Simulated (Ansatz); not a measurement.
Saddle point of Si2H6ClF, closed shell (SiH₂ClF ([F][SiH2][Cl]) + SiH₄ → Si₂H₅Cl ([SiH3][SiH2][Cl]) + HF; bonds formed: Si1–Si7, F2–H6; bonds broken: Si1–F2, H6–Si7), PBE0-D4/def2-TZVP structure:

| atom | x (Å) | y (Å) | z (Å) |
| --- | --- | --- | --- |
| Si1 | -0.5942 | -0.9842 | -0.4410 |
| F2 | 0.2547 | -1.6723 | 1.1460 |
| H3 | 0.1777 | -1.9428 | -1.2449 |
| H4 | -1.9042 | -1.3058 | 0.1434 |
| Cl5 | -1.2205 | 0.3314 | -1.9839 |
| H6 | 0.4334 | -0.4967 | 0.8767 |
| Si7 | 0.5901 | 1.2024 | 0.3352 |
| H8 | 1.4395 | 1.3160 | 1.5578 |
| H9 | 1.4130 | 1.4709 | -0.8618 |
| H10 | -0.5894 | 2.0810 | 0.4725 |

Energies are electronic, without zero-point energy. Barriers and step energies count from the start structure reached by relaxing down the imaginary mode; all methods use the PBE0-D4 structures, on which another method's saddle can fall below an end. Ansatz 0.2.0; basis: def2-TZVPP, with def2-QZVPP for the basis limit; cores frozen in the correlated methods. B3LYP uses VWN-RPA correlation. Extrapolation: Hartree–Fock as exp(−7.88 √X), correlation as X^−2.97.

```tsv
method	barrier (kcal/mol)	step energy (kcal/mol)
SPW92	46.21	25.18
PBE-D4	54.38	26.46
BLYP-D4	62.93	31.53
r2SCAN-D4	?	31.57
B97M-V	67.64	32.54
PBE0-D4	61.31	28.12
B3LYP-D4	67.78	32.60
r2SCAN0-D4	66.31	31.87
BHLYP-D4	?	34.78
CAM-B3LYP-D4	70.20	34.47
wB97X-V	68.21	32.46
wB97M-V	67.60	33.38
B2PLYP	70.86	34.46
PBE-QIDH	67.63	31.36
RPA on PBE	?	33.92
HF	95.02	40.80
MP2	70.05	34.05
CCSD	75.19	33.89
CCSD(T)	71.08	32.83
```

Question: Fill in the withheld barriers. (Judge from chemistry; the value comes from the calculation.)

Answer: By the calculation: RPA on PBE 70.96; r2SCAN-D4 61.94; BHLYP-D4 75.62 kcal/mol. Each is the energy of the saddle less that of the start structure, by the same method.

For comparison, the barrier by CCSD(T) at an estimated basis limit (MP2 extrapolated from triple and quadruple zeta, plus CCSD(T) − MP2 in triple zeta) is 69.71 kcal/mol.

No T1 diagnostic of these runs exceeds 0.013. The start structure is not quite a true minimum (one mode of 27i cm⁻¹).

Labels in which every atom is bracketed show which atoms are joined, not bond orders.

For scale, one of the runs: CCSD(T)/def2-TZVPP, 241 basis functions, launched by `ansatz run in.yaml --threads 4 --pin off --events-out ev --progress --plain --max-ram 9574MiB`. Time: 100 s of wall clock on 4 CPU threads of an Arm Neoverse V2; the host was shared. Peak host memory: 4.2 GiB.
